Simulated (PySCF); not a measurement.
Precursor series Sc NH2-Br. Gas-phase values, no solvent. One relaxed conformer stands for each flexible species; it need not be the lowest.

The charge on the central atom (Mulliken) from two functionals at the same geometries (BP86-D3(BJ)/def2-SVP), both in PySCF: PBE-D3(BJ)/def2-TZVP and B3LYP-D3(BJ)/def2-TZVP. B3LYP has the VWN-RPA correlation part, as in Gaussian. 

```csv
species,PBE-D3(BJ)/def2-TZVP (e),B3LYP-D3(BJ)/def2-TZVP (e)
0 of 3 NH2 replaced by Br ([Sc(NH2)3]),1.23,1.36
1 of 3 NH2 replaced by Br ([Sc(NH2)2(Br)]),1.15,1.25
2 of 3 NH2 replaced by Br,1.06,1.15
3 of 3 NH2 replaced by Br,0.99,1.06
```

Over these rows, drawn at random from the members with no instability flagged (it was tested for open shells, ions and some series alone), PBE minus B3LYP-D3(BJ): mean -0.10 e, from -0.13 e to -0.07 e.
